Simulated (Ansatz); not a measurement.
Basis sets compared for `CCCCCCCCCC[S][Ag]`. Total charge 0; singlet. Geometry PBE-D4/def2-SVP. Ansatz on 4 threads of Arm Neoverse V2 on a shared host; times are rough, and most runs start from earlier orbitals.

```xyz
33

C     2.2429    1.7527   -4.1089
C     2.0523    2.7507   -2.9640
C     0.7701    2.5459   -2.1444
C     0.7056    1.2267   -1.3679
C    -0.5554    1.0762   -0.5128
C    -0.6221   -0.2420    0.2627
C    -1.8743   -0.3825    1.1346
C    -2.0021   -1.7262    1.8659
C    -0.9075   -1.9874    2.9074
C    -1.0556   -3.3310    3.6186
S     0.1716   -3.6663    4.9437
Ag    2.2131   -3.3617    3.8409
H     3.1575    1.9769   -4.6944
H     2.3372    0.7099   -3.7423
H     1.3832    1.7783   -4.8116
H     2.9305    2.7050   -2.2810
H     2.0496    3.7824   -3.3777
H     0.6623    3.3884   -1.4257
H    -0.1129    2.6155   -2.8205
H     0.7678    0.3675   -2.0720
H     1.6046    1.1429   -0.7146
H    -1.4550    1.1679   -1.1632
H    -0.6195    1.9274    0.2029
H     0.2909   -0.3335    0.8921
H    -0.5775   -1.0941   -0.4541
H    -2.7728   -0.2340    0.4958
H    -1.8964    0.4450    1.8797
H    -2.0034   -2.5520    1.1182
H    -2.9939   -1.7724    2.3671
H     0.0977   -1.9653    2.4249
H    -0.8952   -1.1731    3.6644
H    -2.0324   -3.3736    4.1511
H    -1.0609   -4.1643    2.8850
```

In the def2 sets Ag takes a core potential; there is no spin–orbit coupling.

Binding counts from free atoms (C triplet, S triplet, Ag doublet, H doublet) in the same basis, without a counterpoise term.

```
           level  functions  energy (Eh)  HOMO (eV)  LUMO (eV)  binding per atom (eV)  wall time
 PBE-D4/def2-SVP        294    -937.7835      -4.74      -3.28                   4.17      6.5 s
PBE0-D4/def2-SVP        294    -937.8799      -5.75      -2.52                   4.12       13 s
```

Q: Estimate the rows for PBE-D4/def2-TZVP, PBE0-D4/def2-TZVP (with forces).

A: 
```csv
level,functions,energy (Eh),HOMO (eV),LUMO (eV),binding per atom (eV),wall time
PBE-D4/def2-TZVP,513,-938.3773,-4.83,-3.36,4.13,14 s
PBE0-D4/def2-TZVP (with forces),513,-938.4603,-5.83,-2.58,4.08,63 s
```
